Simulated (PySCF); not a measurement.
Species: 1,2-dihydro-1,2-azaborine, C₄H₆BN.
SMILES with atom numbers: `[BH:1]1[CH:2]=[CH:3][CH:4]=[CH:5][NH:6]1` (hydrogens: H7 on B1; H8 on C2; H9 on C3; H10 on C4; H11 on C5; H12 on N6)

Computed with PySCF at PBE0/pcSseg-1 and CAM-B3LYP/def2-SVPD, non-relativistic, on one gas-phase PBE0-D3(BJ)/def2-SVP geometry that isn't relaxed in the solvent. The solvent is an IEF-PCM continuum (Bondi radii, 1.10 Å for H, scaled by 1.2). The model holds no explicit solvent molecules, cavitation or dispersion.

Gas phase at PBE0/pcSseg-1: HOMO -6.56 eV, LUMO -0.72 eV, dipole 2.22 D.

Problem. What does the continuum do to the energy, the frontier levels and the dipole at PBE0/pcSseg-1 in methanol and dimethylsulfoxide?

Solution. 
```
          solvent      ε  E(solvent) − E(gas) (kcal/mol)  polarisation term (kcal/mol)  distortion of the solute (kcal/mol)  HOMO (eV)  LUMO (eV)  dipole (D)
         methanol  32.61                           -4.66                         -5.52                                 0.86      -6.62      -0.76        3.06
dimethylsulfoxide  46.83                           -4.74                         -5.63                                 0.89      -6.62      -0.76        3.07
```

The first energy column is the sum of the next two and covers electrostatics alone. From methanol to dimethylsulfoxide the lowering changes by a factor 1.02, Onsager's factor (ε − 1)/(2ε + 1) by 1.01 and ε itself by 1.4.

Problem. Which radius a makes the point-dipole formula ΔE = −[(ε − 1)/(2ε + 1)]·μ²/a³ give the value in dimethylsulfoxide, with the gas-phase dipole?

Solution. μ = 0.873 au and |ΔE| = 0.00756 Eh give a = 1.93 Å; the farthest nucleus lies 2.67 Å from the centroid of the nuclei, so such a sphere wouldn't even hold the nuclei. The formula assumes a rigid point dipole at the centre of a sphere.

Problem. Which IAO charges (PBE0/pcSseg-1) respond most in dimethylsulfoxide (means over atoms taken as equivalent)?

Solution. 
| atoms | environment | gas (e) | solvent (e) | change |
| --- | --- | --- | --- | --- |
| H12 | N–H hydrogen | +0.281 | +0.304 | +0.023 |
| C2 | unsaturated ring CH carbon | -0.287 | -0.309 | -0.022 |
| H11 | vinylic hydrogen | +0.154 | +0.174 | +0.020 |
| B1 | ring boron | +0.034 | +0.015 | -0.019 |
| C4 | unsaturated ring CH carbon | -0.213 | -0.226 | -0.013 |
| H10 | vinylic hydrogen | +0.154 | +0.164 | +0.010 |
| H9 | vinylic hydrogen | +0.145 | +0.154 | +0.009 |
| H7 | B–H hydrogen | -0.002 | -0.011 | -0.009 |

Gas phase at CAM-B3LYP/def2-SVPD: HOMO -7.75 eV, LUMO 0.29 eV, dipole 2.09 D.

Problem. What does the continuum do to the energy, the frontier levels and the dipole at CAM-B3LYP/def2-SVPD in methanol and dimethylsulfoxide?

Solution. 
```
          solvent      ε  E(solvent) − E(gas) (kcal/mol)  polarisation term (kcal/mol)  distortion of the solute (kcal/mol)  HOMO (eV)  LUMO (eV)  dipole (D)
         methanol  32.61                           -4.22                         -5.10                                 0.88      -7.76       0.29        2.94
dimethylsulfoxide  46.83                           -4.30                         -5.21                                 0.91      -7.76       0.29        2.96
```

Problem. How does the static polarisability (CAM-B3LYP/def2-SVPD, frozen core, with the continuum's full static response) change?

Solution. 
```
           medium  isotropic (au)  principal values (au)  ⟨r²⟩ of the electrons (bohr²)
              gas            68.1       43.1, 78.0, 83.3                          469.5
         methanol            95.2     59.4, 108.5, 117.8                          468.8
dimethylsulfoxide            95.8     59.7, 109.1, 118.5                          468.8
```

The isotropic value in dimethylsulfoxide is 1.41 times the gas-phase one; no cavity-field correction is applied. ⟨r²⟩ is taken about the centre of nuclear charge.

Rough CPU time on one thread of a shared machine: about 30 s. This is the whole shielding run at PBE0/pcSseg-1 in dimethylsulfoxide, SCF included.
